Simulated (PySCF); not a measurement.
## Computed vibrations of [La(H2O)2]3+

[La(H2O)2]3+ (singlet). PySCF 2.14.0, RKS PBE0, La lcecp-1-SVP with ECP46, O def2-SVP, H def2-SVP; non-relativistic Hamiltonian with scalar-relativistic core potentials where named; density fitting; no spin-orbit coupling. Central differences of gradients.

```xyz
7

La    0.0000    0.0000    0.0000
O     0.0000    0.0000    2.4030
H     0.5440    0.5440    3.0256
H    -0.5440   -0.5440    3.0256
O     0.0000    0.0000   -2.4030
H     0.5440   -0.5440   -3.0256
H    -0.5440    0.5440   -3.0256
```

Run from Python with OMP_NUM_THREADS=2. Where DIIS fails, smearing, a level shift and second-order steps follow.
It took 28 s on 2 threads of Arm Neoverse V1, on a shared host.

**Question.** What are the harmonic wavenumbers and infrared intensities?

**Answer.** Modes are labelled in D2d; negative numbers are unstable modes, those under 60 cm⁻¹ near the noise; a finer grid moves soft modes by up to 10 cm⁻¹.
```tsv
cm⁻¹	km/mol	symmetry
-61	–	e
-61	–	e
144	0.0	b1
384	0.0	a1
390	75.0	b2
627	63.2	e
627	63.2	e
716	422.8	e
716	422.8	e
1677	300.4	b2
1680	0.0	a1
3550	1316.2	b2
3564	0.0	a1
3584	440.2	e
3584	440.2	e
```

**Question.** Is this a minimum?

**Answer.** Probably not: 2 unstable, though so soft as to be near the noise; the lowest moves the atoms so:
```
La  -0.02 -0.09  0.00
O    0.07  0.32  0.00
H    0.07  0.42 -0.10
H    0.07  0.42  0.10
O    0.07  0.32  0.00
H    0.10  0.43 -0.06
H    0.10  0.43  0.06
```
